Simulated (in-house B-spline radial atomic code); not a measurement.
Li2+: 1s1 (with a hole in an inner shell)

Computed with a B-spline radial code for spherical atoms: Dirac-Hartree-Fock, average of configuration, Fermi nucleus of rms radius 2.444 fm.

Screening seen three ways: the hydrogenic charge with the same mean radius, Z_r = [3n² - l(l+1)]/(2<r>), the one with the same energy, Z_e = n√(-2ε), and Slater's rules. Values are occupation-weighted means over j.

| shell | electrons | ε (eV) | <r> (bohr) | Z_r | Z_e | Slater |
| --- | --- | --- | --- | --- | --- | --- |
| 1s | 1 | -122.47 | 0.4999 | 3.00 | 3.00 | 3.00 |

The least bound orbital is 1s1/2 at -122.5 eV, and it is also the most diffuse (<r> = 0.4999 bohr).

The self-energy shift of the 1s level is 0.002046 eV and vacuum polarisation gives -7.095e-05 eV.
